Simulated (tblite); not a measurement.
I3Sb, triplet, at the geometry of the source list (a higher spin typed on purpose: for a closed-shell molecule this is an excited state); GFN1-xTB with ALPB(water) in tblite 0.6.0.

The tblite input:
```
$ tblite run mol.xyz --method gfn1 --charge 0 --spin 2 --alpb water --json tblite.json --no-restart

# file mol.xyz
4

Sb     0.00070000     0.00200000     0.99470000
I     -1.87070000    -1.50500000    -0.33200000
I     -0.36780000     2.37070000    -0.33110000
I      2.23790000    -0.86770000    -0.33160000
```

The log (banner, timings and long lists left out):

```
xTB calculator
 | screened Coulomb repulsion
 | Coulomb electrostatics
 |  * isotropic Klopman-Ohno-Mataga-Nishimoto electrostatics
 |  * onsite third-order electrostatics
 | DFT-D3(BJ) dispersion correction
 | Interactions (3)
 | [1] alpb/gbsa reaction field model
 | [2] cds contribution to solvation
 | [3] empirical free energy shift and standard state/solvent correction

halogen bonding energy    0.0000000000000E+00 Eh
repulsion energy          1.7572650406389E-02 Eh
dispersion energy        -3.1458117721498E-03 Eh
interaction energy       -6.3902707248681E-03 Eh
number of electrons       2.6000000000000E+01 e
integral cutoff           4.0000000000000E+01 bohr

------------------------------------------------------------
  cycle        total energy    energy error   density error
------------------------------------------------------------
      1     -14.23977030210  -1.4247807E+01   3.9006853E-01
      2     -13.83731437464   4.0245593E-01   4.7503731E-01
      3     -14.33556874870  -4.9825437E-01   2.0080808E-01
      4     -14.21403172669   1.2153702E-01   2.7102966E-01
      5     -14.35014120241  -1.3610948E-01   1.1904840E-01
      6     -14.37831371194  -2.8172510E-02   3.1906620E-02
      7     -14.37973185926  -1.4181473E-03   2.4131927E-02
      8     -14.38067452424  -9.4266498E-04   1.0969571E-02
      9     -14.38081639043  -1.4186619E-04   5.9206966E-03
     10     -14.38089469005  -7.8299624E-05   1.3431026E-03
     11     -14.38089828773  -3.5976850E-06   4.8512014E-04
     12     -14.38089874836  -4.6062632E-07   1.2014797E-04
     13     -14.38089876892  -2.0557424E-08   6.3921891E-05
     14     -14.38089877750  -8.5843812E-09   9.0972889E-06
------------------------------------------------------------

electronic energy        -1.4388935345412E+01 Eh
total energy             -1.4380898777502E+01 Eh

Post processing:
 | Mayer-Wiberg bond orders

[Info] JSON dump of results written to 'tblite.json'
```
